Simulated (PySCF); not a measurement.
C8H6. Atoms are numbered in the order given.

```xyz
14

C     -0.0564    -2.1863     0.0000
C      1.1083    -1.4625     0.0000
C      0.7280    -0.0373     0.0000
C      1.2159     1.2461     0.0000
C      0.0564     2.1863     0.0000
C     -1.1083     1.4625     0.0000
C     -0.7280     0.0373     0.0000
C     -1.2159    -1.2461     0.0000
H     -0.1466    -3.2804     0.0000
H      2.1294    -1.8646     0.0000
H      2.2692     1.5634     0.0000
H      0.1466     3.2804     0.0000
H     -2.1294     1.8646     0.0000
H     -2.2692    -1.5634     0.0000
```
Charge 0, spin multiplicity 1.

Coordinates come from a PBE-D3(BJ)/def2-SVP optimisation.

Level of theory: PBE-D3(BJ)/def2-SVP (PySCF).

Frequencies are harmonic and unscaled.

Computed vibrational spectrum:
```
mode  ν (cm⁻¹)  IR (km/mol)  moving atoms (share of kinetic energy)
----  --------  -----------  --------------------------------------
1          150          5.7                          C 81 %, H 19 %
2          288          1.0                          C 70 %, H 30 %
3          433          3.9                          C 77 %, H 23 %
4          500         10.5                          C 65 %, H 35 %
5          540          0.0                          C 70 %, H 30 %
6          638          0.0                                  C 92 %
7          650          0.0                          H 59 %, C 41 %
8          679          0.0                           C 91 %, H 9 %
9          696         72.4                          H 76 %, C 24 %
10         762          0.0                          C 66 %, H 34 %
11         820          6.8                          C 90 %, H 10 %
12         840          0.0                          C 75 %, H 25 %
13         853          7.5                          H 73 %, C 27 %
14         892          0.0                          H 67 %, C 33 %
15         900          0.0                          H 75 %, C 25 %
16         906          3.7                          H 61 %, C 39 %
17         935         18.1                          H 55 %, C 45 %
18         938          0.0                          C 53 %, H 47 %
19        1026          2.5                          H 66 %, C 34 %
20        1054          0.0                          H 84 %, C 16 %
21        1096         41.8                          C 61 %, H 39 %
22        1147          0.0                          H 66 %, C 34 %
23        1218         18.4                          H 59 %, C 41 %
24        1276          0.0                          C 65 %, H 35 %
25        1291         23.1                          H 51 %, C 49 %
26        1360          0.0                          C 79 %, H 21 %
27        1498          0.0                                  C 92 %
28        1502         15.7                                  C 93 %
29        1604          0.0                                  C 93 %
30        1612         70.8                                  C 95 %
31        3139          0.0                           H 91 %, C 9 %
32        3140         11.3                           H 91 %, C 9 %
33        3156          0.0                           H 92 %, C 8 %
34        3157          6.8                           H 92 %, C 8 %
35        3176         14.8                          H 90 %, C 10 %
36        3176          0.0                          H 90 %, C 10 %
```
